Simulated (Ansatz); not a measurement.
Ansatz (an electronic-structure program) input file for C4H9ClSi, SMILES [C@H]1(C[C@@H]1Cl)C[SiH3], PBE/def2-SVPD. The structure is a stationary point at B3LYP-D3(BJ)/def2-SVP. The structure was generated by enumeration; whether it is a known compound was not checked. The values are those of a single conformer.

Ansatz 0.2 input:
```yaml
crystal:
  periodic: [false, false, false]
  atoms:
    - {symbol: Si, position_ang: [1.65454834, 1.34009227, -1.62124116]}
    - {symbol: C, position_ang: [0.93507422, -0.09204714, -0.61332352]}
    - {symbol: C, position_ang: [-0.57843682, -0.14769881, -0.65384828]}
    - {symbol: C, position_ang: [-1.41491944, 0.76542664, 0.21904910]}
    - {symbol: C, position_ang: [-1.39469227, -0.71117507, 0.48147526]}
    - {symbol: Cl, position_ang: [-0.59736158, -1.33761134, 1.94127924]}
    - {symbol: H, position_ang: [1.20413684, 1.25206130, -3.04290638]}
    - {symbol: H, position_ang: [1.19779976, 2.64723200, -1.06372118]}
    - {symbol: H, position_ang: [3.14641115, 1.29851886, -1.58960673]}
    - {symbol: H, position_ang: [1.35677152, -1.04137742, -0.98765992]}
    - {symbol: H, position_ang: [1.28241758, 0.00365499, 0.42808767]}
    - {symbol: H, position_ang: [-0.99300771, -0.36895619, -1.64457600]}
    - {symbol: H, position_ang: [-0.87399619, 1.39636323, 0.93013422]}
    - {symbol: H, position_ang: [-2.33197803, 1.20962940, -0.17824961]}
    - {symbol: H, position_ang: [-2.27923876, -1.30605913, 0.24401150]}
basis:
  gaussian:
    orbitals: def2-SVPD
hamiltonian:
  xc: {name: PBE}
```

Log of the run:

```
WARN ansatz: RAYON_NUM_THREADS=2 ignored (pool sized by the plan → 2); use --threads N
Functional definition: PBE
integrals: 0.17 GiB planned
1756 factors; their error is unknown
mean field: 1.09 GiB planned
mean field evaluation 1: about -24658.3851 eV, gradient 6.7e1 eV
mean field evaluation 2: about -24627.7630 eV, gradient 1.2e2 eV
mean field evaluation 4: about -24669.9043 eV, gradient 8.8e0 eV
mean field evaluation 8: about -24670.0912 eV, gradient 1.9e-1 eV
mean field evaluation 16: about -24670.0079 eV, gradient 1.8e-4 eV
mean field -24670.00793039 eV, -906.6060695099 hartree, gradient 3.7e-5 eV, S^2 0.000000; 0 other end points of the search recorded, 0 dependent functions left out
reference -24670.00798759 eV, -906.6060716119 hartree; 32, 32 occupied and 171, 171 virtual orbitals, 1756 factors
Total energy: -24670.00798759 eV, -906.6060716119 hartree
```

The run converged.

Cost: very roughly 5 core-seconds.
